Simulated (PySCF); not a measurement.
Electron correlation in Sr (strontium, neutral)

[Kr] 5s1 5p1, high-spin 3P determinant (an excited configuration). All numbers are calculated (PySCF 2.14, scalar relativity through the core potential, in def2-QZVPPD with the def2 core potential (28 electrons) (7s5p4d3f, 63 functions)). Frozen: 4s2 4p6; 2 electrons correlated.

With two correlated electrons CCSD is exact within the correlated space (frozen core and kept virtual orbitals).

```
level  correlation energy (mhartree)
 CCSD                          -3.72
```

Diagnostics: T1 = 0.014, D1 = 0.0265, largest double amplitude 0.087.

Is a single reference adequate?

Mostly. T1 lies below 0.03, but a double amplitude of this size points to a near-degeneracy that CCSD handles and MP2 describes poorly.
